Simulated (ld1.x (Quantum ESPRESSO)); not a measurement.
Pseudopotential generation for silver: ultrasoft, PBE, fully relativistic.

silver, ultrasoft, made with ld1.x (Quantum ESPRESSO) 7.5 (PBE, fully relativistic). Core [Ar] 3d10, reference 4s2 4p6 4d9 5s2 5p0. Waves: 4s (bound): rcut 1.55, rcutus 1.65 bohr; 5s (bound): rcut 1.55, rcutus 1.65 bohr; 4p (bound): rcut 1.35, rcutus 1.60 bohr; 5p (bound, empty): rcut 1.35, rcutus 1.60 bohr; 4d (bound): rcut 1.75, rcutus 1.90 bohr; 4d channel at 0.3 Ry: rcut 1.75, rcutus 1.90 bohr. Local part: all-electron potential smoothed inside 1.25 bohr (lloc = -1). Core correction: a·sin(br)/r model core inside 1.65 bohr. Augmentation charge: PSQ, inside the norm-conserving radii.

Open shells are filled in proportion to 2j + 1 (rel_dist='average').

All-electron outer shells of the reference configuration (PBE, scalar-relativistic, ld1.x):

| shell | level (eV) | outermost node (bohr) | outermost maximum (bohr) |
| --- | --- | --- | --- |
| 3p | -561.96 | 0.15 | 0.32 |
| 3d | -362.96 | – | 0.27 |
| 4s | -99.20 | 0.44 | 0.82 |
| 4p | -62.55 | 0.44 | 0.87 |
| 4d | -10.71 | 0.43 | 1.03 |
| 5s | -5.55 | 1.10 | 2.40 |
| 5p | -1.23 | 1.24 | 3.40 |

Results:

- Ghost test: ghost states, extra bound levels that the all-electron valence spectrum of the same l lacks: d5/2 at -19.9 eV, d3/2 at -18.1 eV (p1/2, p3/2 not tested); a true bound ghost makes a file unfit for plane-wave use (spherical-Bessel basis up to 400 Ry, 20 bohr box)
- Configuration tests: test run stopped at test 1 of 7 (negative rho)
- Lowest eigenvalue of the overlap operator: -0.14 (p1/2 channel); it is negative, so in a basis up to 400 Ry S is not positive definite and the file is unfit for use
- Density cutoff estimated by the generator: 213 Ry

Note: ghost states, extra bound levels that the all-electron valence spectrum of the same l lacks: d5/2 at -19.9 eV, d3/2 at -18.1 eV (p1/2, p3/2 not tested). A true bound ghost makes a file unfit for plane-wave use. Its overlap operator is not positive definite in a basis up to 400 Ry (lowest eigenvalue p1/2 -0.14, p3/2 -0.10), so the file is unfit for use: the generalised eigenproblem breaks down once the basis is large enough, and its test numbers describe a broken file.

Generation and tests took about 1.5 s on one core of a shared server CPU.
